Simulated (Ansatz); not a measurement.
`[OH][Sn][N]([SiH3])[SiH3]`. The species carries charge 0 and has multiplicity 1. Sn takes the def2 core potential. The structure was optimised at the PBE0-D4/def2-TZVP level. It is one conformer, not always the lowest.

```xyz
12

O    -0.347    2.543    1.627
Sn   -0.599    2.215   -0.302
N    -0.110    0.189   -0.320
Si   -0.219   -0.629   -1.840
Si    0.441   -0.682    1.066
H    -0.191    1.792    2.209
H     1.079   -1.234   -2.249
H    -1.239   -1.713   -1.825
H    -0.615    0.379   -2.866
H    -0.271   -0.225    2.296
H     1.898   -0.501    1.309
H     0.172   -2.136    0.896
```

Question: What is the dipole moment at PBE/def2-TZVPP? (Estimate.)

Answer: The calculation gave: 0.84 D, with components (-0.30, -0.01, -0.79) D in this frame, pointing from negative to positive charge.

Question: And with r2SCAN, B3LYP, ωB97M-V? (Best estimate.)

Answer: The calculation gave: r2SCAN 0.87 D, B3LYP 1.03 D, ωB97M-V 1.00 D.

Question: Give the Mulliken charges with PBE, B3LYP, r2SCAN in def2-TZVPP. (An estimate is asked.)

Answer: Computed: 
```csv
atom,PBE,B3LYP,r2SCAN
O1,-0.52,-0.57,-0.57
Sn2,0.68,0.77,0.77
N3,-0.46,-0.55,-0.62
Si4,0.24,0.31,0.36
Si5,0.23,0.31,0.35
H6,0.18,0.18,0.20
H7,-0.06,-0.07,-0.08
H8,-0.06,-0.07,-0.08
H9,-0.06,-0.08,-0.08
H10,-0.07,-0.09,-0.09
H11,-0.06,-0.07,-0.07
H12,-0.05,-0.06,-0.07
```

B3LYP here is the variant with VWN-RPA as its local correlation; programs differ in this.
